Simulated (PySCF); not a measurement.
Ions at one geometry of Tl(OH)3

PySCF 2.14.0, RKS PBE0, Tl def2-SVP with ECP60, O def2-SVP, H def2-SVP; non-relativistic Hamiltonian with scalar-relativistic core potentials where named; density fitting; no spin-orbit coupling; singlets restricted, open shells unrestricted. The geometry is relaxed for charge 0, singlet, vacuum:

```xyz
7

Tl    0.0000    0.0000    0.2530
O     2.0467    0.3388    0.2517
H     2.4759   -0.5278    0.2593
O    -1.3168    1.6031    0.2517
H    -0.7809    2.4081    0.2593
O    -0.7299   -1.9420    0.2517
H    -1.6950   -1.8803    0.2593
```

Energies count from the relaxed state; an electron taken off or put on is at rest in vacuum. Charges and spins are Mulliken's.

| state | energy (eV) | spin squared | charge on Tl1 (e) | spin on Tl1 (e) | dipole about the centre of mass (D) |
| --- | --- | --- | --- | --- | --- |
| charge 0, singlet, vacuum | 0.00 | 0.00 | 0.78 | 0.00 | 0.04 |
| charge -1, doublet, vacuum | -0.56 | 0.75 | 0.24 | 0.48 | 0.02 |

Task: What does the state charge +1, doublet, vacuum give?

Result: energy (eV) 10.56, spin squared 0.76, charge on Tl1 (e) 1.00, spin on Tl1 (e) -0.09, dipole about the centre of mass (D) 1.78.

With an electron taken off (doublet) the charges change, summed by element, by Tl +0.23 e, O +0.60 e, H +0.17 e. The vertical ionisation energy is 10.56 eV, against −ε(HOMO) = 8.35 eV of the relaxed state. The level lies 2.2 eV too high, as is usual for semilocal functionals and global hybrids, which keep a self-interaction error.

With an electron put on (doublet) the charges change, summed by element, by Tl -0.53 e, O -0.21 e, H -0.26 e. The vertical electron affinity is 0.56 eV, against −ε(LUMO) = 2.67 eV of the relaxed state. The basis has no diffuse functions, which an added electron needs. The added electron's level lies above zero.

Open shells may have lower solutions than those found.
